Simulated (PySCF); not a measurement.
# Computed records: GeH4N

All values are calculated (PySCF 2.14.0). Calculation on a computer-drawn molecule: vertical ionisation energy to the stated ion spin, frozen-core CCSD(T) at the basis limit and cheaper methods, single-reference cases, UHF for radicals, no spin-orbit; all values are single points at the evaluated structure, the first of each entry, which is the reference or a displaced copy of it and isn't optimised; the reference structure only sets the zero of the energies above reference; triples share is (T) over the correlation energy; on germanium a core potential holds 10 electrons, which the energies leave out, and 3d is frozen in MP2 and coupled-cluster steps.

Common to all runs: charge 1; multiplicity 1; ion multiplicity 2; diffuse functions no; basis cc-pVnZ; basis and core potential on germanium cc-pVnZ-PP ECP10MDF; reference is the Hartree-Fock double-zeta minimum; best is HF at quadruple zeta + MP2 correlation extrapolated from triple and quadruple zeta + CCSD(T) minus MP2 at triple zeta; basis step is the size of the change from the same recipe one zeta lower.

(1) GeH4N

Evaluated structure:
```xyz
6
GeH4N
N      0.8263    -0.6221     3.0431
Ge    -0.6188    -0.4617     2.1545
H      1.2710     0.1118     3.5918
H      1.3905    -1.4887     3.0360
H     -1.3146     0.8840     2.2628
H     -1.0753    -1.6306     1.3602
```

Reference structure:
```xyz
6
GeH4N
N      0.8637    -0.6379     3.0296
Ge    -0.6108    -0.4490     2.1542
H      1.2665     0.0896     3.5963
H      1.4044    -1.4864     3.0242
H     -1.3109     0.8774     2.2576
H     -1.0923    -1.6239     1.3493
```

The calculation gives: ionisation energy best 17.51 eV; ionisation energy basis step 0.02237 eV; energy above reference best 0.9823 kcal/mol; energy above reference basis step 0.0431 kcal/mol; ionisation energy Koopmans at triple zeta 18.07 eV; ionisation energy EOM CCSD at triple zeta 17.37 eV; total energy HF triple zeta -349.9335 hartree; total energy CCSD(T) triple zeta -350.2847 hartree; total energy best -350.3277 hartree; T1 diagnostic at triple zeta 0.01657; D1 diagnostic at triple zeta 0.05216; ion T1 diagnostic at triple zeta 0.008928; ion D1 diagnostic at triple zeta 0.02309; ion spin squared at triple zeta 0.759; triples share at triple zeta 0.03508; basis functions triple zeta 125.

Drawn bonds:
```csv
atom,other atom,order
1,2,1
1,3,1
1,4,1
2,5,1
2,6,1
```

Triple zeta:
```csv
method,ionisation energy (eV),energy above reference (kcal/mol)
HF,15.67,1.183
PBE,17.55,0.6656
r2SCAN,17.36,0.6681
B3LYP,17.47,0.8405
wB97X,17.37,0.7191
MP2,17.47,0.9379
CCSD,17.23,0.9802
CCSD(T),17.37,0.9774
```

(2) GeH4N

Evaluated structure:
```xyz
6
GeH4N
N      0.8263    -0.6221     3.0431
Ge    -0.6188    -0.4617     2.1545
H      1.2710     0.1118     3.5918
H      1.3278    -1.3923     3.0368
H     -1.3146     0.8840     2.2628
H     -1.0753    -1.6306     1.3602
```

Reference structure:
```xyz
6
GeH4N
N      0.8637    -0.6379     3.0296
Ge    -0.6108    -0.4490     2.1542
H      1.2665     0.0896     3.5963
H      1.4044    -1.4864     3.0242
H     -1.3109     0.8774     2.2576
H     -1.0923    -1.6239     1.3493
```

It finds ionisation energy best 17.64 eV; ionisation energy basis step 0.02384 eV; energy above reference best 6.117 kcal/mol; energy above reference basis step 0.211 kcal/mol; ionisation energy Koopmans at triple zeta 18.18 eV; ionisation energy EOM CCSD at triple zeta 17.5 eV; total energy HF triple zeta -349.9278 hartree; total energy CCSD(T) triple zeta -350.2762 hartree; total energy best -350.3195 hartree; T1 diagnostic at triple zeta 0.01613; D1 diagnostic at triple zeta 0.05067; ion T1 diagnostic at triple zeta 0.00856; ion D1 diagnostic at triple zeta 0.0217; ion spin squared at triple zeta 0.7581; triples share at triple zeta 0.03415; basis functions triple zeta 125.

Drawn bonds:
```csv
atom,other atom,order
1,2,1
1,3,1
1,4,1
2,5,1
2,6,1
```

Triple zeta:
```csv
method,ionisation energy (eV),energy above reference (kcal/mol)
HF,15.81,4.751
PBE,17.68,6.87
r2SCAN,17.5,5.975
B3LYP,17.61,6.127
wB97X,17.51,5.823
MP2,17.6,6.239
CCSD,17.37,6.061
CCSD(T),17.5,6.323
```

(3) GeH4N

Evaluated structure:
```xyz
6
GeH4N
N      0.8263    -0.6221     3.0431
Ge    -0.6188    -0.4617     2.1545
H      1.2710     0.1118     3.5918
H      1.3288    -1.3940     3.0368
H     -1.3146     0.8840     2.2628
H     -1.0753    -1.6306     1.3602
```

Reference structure:
```xyz
6
GeH4N
N      0.8637    -0.6379     3.0296
Ge    -0.6108    -0.4490     2.1542
H      1.2665     0.0896     3.5963
H      1.4044    -1.4864     3.0242
H     -1.3109     0.8774     2.2576
H     -1.0923    -1.6239     1.3493
```

Results for GeH4N: ionisation energy best 17.64 eV; ionisation energy basis step 0.02382 eV; energy above reference best 5.864 kcal/mol; energy above reference basis step 0.2075 kcal/mol; ionisation energy Koopmans at triple zeta 18.18 eV; ionisation energy EOM CCSD at triple zeta 17.5 eV; total energy HF triple zeta -349.9281 hartree; total energy CCSD(T) triple zeta -350.2766 hartree; total energy best -350.3199 hartree; T1 diagnostic at triple zeta 0.01613; D1 diagnostic at triple zeta 0.05069; ion T1 diagnostic at triple zeta 0.008565; ion D1 diagnostic at triple zeta 0.02173; ion spin squared at triple zeta 0.7581; triples share at triple zeta 0.03417; basis functions triple zeta 125.

Drawn bonds:
```csv
atom,other atom,order
1,2,1
1,3,1
1,4,1
2,5,1
2,6,1
```

Triple zeta:
```csv
method,ionisation energy (eV),energy above reference (kcal/mol)
HF,15.81,4.521
PBE,17.68,6.597
r2SCAN,17.49,5.718
B3LYP,17.61,5.872
wB97X,17.51,5.568
MP2,17.59,5.981
CCSD,17.37,5.807
CCSD(T),17.5,6.065
```

(4) GeH4N

Evaluated structure:
```xyz
6
GeH4N
N      0.8263    -0.6221     3.0431
Ge    -0.6188    -0.4617     2.1545
H      1.2710     0.1118     3.5918
H      1.3310    -1.3974     3.0367
H     -1.3146     0.8840     2.2628
H     -1.0753    -1.6306     1.3602
```

Reference structure:
```xyz
6
GeH4N
N      0.8637    -0.6379     3.0296
Ge    -0.6108    -0.4490     2.1542
H      1.2665     0.0896     3.5963
H      1.4044    -1.4864     3.0242
H     -1.3109     0.8774     2.2576
H     -1.0923    -1.6239     1.3493
```

The calculation gives: ionisation energy best 17.63 eV; ionisation energy basis step 0.02377 eV; energy above reference best 5.378 kcal/mol; energy above reference basis step 0.2005 kcal/mol; ionisation energy Koopmans at triple zeta 18.17 eV; ionisation energy EOM CCSD at triple zeta 17.5 eV; total energy HF triple zeta -349.9288 hartree; total energy CCSD(T) triple zeta -350.2774 hartree; total energy best -350.3207 hartree; T1 diagnostic at triple zeta 0.01615; D1 diagnostic at triple zeta 0.05074; ion T1 diagnostic at triple zeta 0.008575; ion D1 diagnostic at triple zeta 0.02177; ion spin squared at triple zeta 0.7581; triples share at triple zeta 0.0342; basis functions triple zeta 125.

Drawn bonds:
```csv
atom,other atom,order
1,2,1
1,3,1
1,4,1
2,5,1
2,6,1
```

Triple zeta:
```csv
method,ionisation energy (eV),energy above reference (kcal/mol)
HF,15.8,4.083
PBE,17.68,6.073
r2SCAN,17.49,5.226
B3LYP,17.6,5.382
wB97X,17.5,5.079
MP2,17.59,5.486
CCSD,17.36,5.32
CCSD(T),17.5,5.569
```

(5) GeH4N

Evaluated structure:
```xyz
6
GeH4N
N      0.8263    -0.6221     3.0431
Ge    -0.6188    -0.4617     2.1545
H      1.2710     0.1118     3.5918
H      1.4200    -1.5340     3.0356
H     -1.3146     0.8840     2.2628
H     -1.0753    -1.6306     1.3602
```

Reference structure:
```xyz
6
GeH4N
N      0.8637    -0.6379     3.0296
Ge    -0.6108    -0.4490     2.1542
H      1.2665     0.0896     3.5963
H      1.4044    -1.4864     3.0242
H     -1.3109     0.8774     2.2576
H     -1.0923    -1.6239     1.3493
```

Results for GeH4N: ionisation energy best 17.45 eV; ionisation energy basis step 0.02158 eV; energy above reference best 3.299 kcal/mol; energy above reference basis step 0.01637 kcal/mol; ionisation energy Koopmans at triple zeta 18.02 eV; ionisation energy EOM CCSD at triple zeta 17.3 eV; total energy HF triple zeta -349.9284 hartree; total energy CCSD(T) triple zeta -350.2812 hartree; total energy best -350.3240 hartree; T1 diagnostic at triple zeta 0.01682; D1 diagnostic at triple zeta 0.05296; ion T1 diagnostic at triple zeta 0.009168; ion D1 diagnostic at triple zeta 0.02378; ion spin squared at triple zeta 0.7596; triples share at triple zeta 0.03554; basis functions triple zeta 125.

Drawn bonds:
```csv
atom,other atom,order
1,2,1
1,3,1
1,4,1
2,5,1
2,6,1
```

Triple zeta:
```csv
method,ionisation energy (eV),energy above reference (kcal/mol)
HF,15.6,4.37
PBE,17.48,2.504
r2SCAN,17.3,2.911
B3LYP,17.41,3.075
wB97X,17.31,3.134
MP2,17.42,3.24
CCSD,17.17,3.373
CCSD(T),17.31,3.236
```
